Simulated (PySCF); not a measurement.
Computed with B3LYP-D3(BJ)/def2-TZVP // BP86-D3(BJ)/def2-SVP run with PySCF. All species are isolated molecules in the gas phase. One relaxed conformer stands for a flexible species; it need not be the lowest. B3LYP has the VWN-RPA correlation part, as in Gaussian. 

Reference species: [Zn(CH3)2] (neutral, multiplicity 1).

```yaml
charge on the central atom (Mulliken): 0.39 e
LUMO: -0.10 eV
HOMO–LUMO gap: 6.84 eV
mean_distance_from_the_central_atom_to_its_bonded_neighbours: 1.948 Å
```

Changed species: [Zn(NH2)(CH3)] (1 of 2 NH2 replaced by CH3; the reference has 2 of 2 NH2 replaced by CH3).

### Question
Predict the effect on the charge on the central atom (Mulliken), LUMO, HOMO–LUMO gap and mean distance from the central atom to its bonded neighbours.

### Answer
the charge on the central atom (Mulliken) increases by 0.03 e, to 0.42 e; the LUMO drops by 0.30 eV, to -0.40 eV; the HOMO–LUMO gap falls by 0.75 eV, to 6.09 eV; the mean distance from the central atom to its bonded neighbours falls by 0.062 Å, to 1.886 Å.
